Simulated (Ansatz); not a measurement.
Reaction (hydrogen abstraction from the Si–H bond): `F[SiH](Cl)[SiH2]Cl` + `[CH3]`• → `F[SiH](Cl)[SiH]Cl`• + CH₄

Program: Ansatz. Geometries: PBE0-D4/def2-TZVP. ΔE: electronic, gas phase. CCSD(T)/CBS adds triple-zeta CCSD(T) − MP2 to the extrapolated MP2 energy (def2 sets, frozen cores). This one scheme is used for every species. Functionals use def2-TZVPP. No spin–orbit coupling; open shells (•) take unrestricted orbitals. Each species was taken in one conformer, which may not be the lowest.

`F[SiH](Cl)[SiH2]Cl`:

Z-matrix (Å, degrees):
```
Si
Cl 1 2.047
Si 1 2.341 2 107.5
F 1 1.594 2 108.3 3 118.6
H 1 1.480 2 108.2 3 -124.9
Cl 3 2.058 1 108.7 2 -177.5
H 3 1.483 1 110.7 2 62.9
H 3 1.483 1 109.9 2 -58.8
```

`[CH3]`•:

```xyz
4

C     0.000    0.000    0.000
H    -0.066   -0.122   -1.071
H     0.206   -0.854    0.629
H    -0.140    0.975    0.442
```

`F[SiH](Cl)[SiH]Cl`•:

Cartesian coordinates in Å:
```
F -1.751 1.067 -0.740
Si -0.292 0.894 -0.127
Cl -0.199 1.910 1.645
Si 0.049 -1.358 0.383
Cl 0.304 -2.453 -1.340
H 0.655 1.520 -1.078
H 1.234 -1.580 1.256
```

CH₄:

Z-matrix (Å, degrees):
```
C
H 1 1.090
H 1 1.090 2 109.5
H 1 1.090 2 109.5 3 -120.0
H 1 1.090 2 109.5 3 120.0
```

CCSD(T)/CBS gives -80.4 kJ/mol.

Another level gave -84.1 kJ/mol. Which?
A. r2SCAN-D4/def2-TZVPP
B. SCS-MP2/def2-TZVPP
C. PBE/def2-TZVPP
D. HF/def2-TZVPP

A. r2SCAN-D4 -84.1, PBE -101.2, SCS-MP2/def2-TZVPP -79.0, HF/def2-TZVPP -47.9 kJ/mol.

Largest T1 diagnostic among the species: 0.013.

In def2-TZVPP, CCSD(T) changes the Hartree–Fock value by −32.4 kJ/mol (the triples alone add −4.3 kJ/mol) and MP2 by −37.7 kJ/mol. From PBE to PBE0 (25 % exact exchange), in def2-TZVPP and without D4, ΔE moves by +9.6 kJ/mol.

CCSD(T)/CBS has its own doubt, a few kJ/mol and more with outer-core shells, so smaller differences from it don't rank the levels.
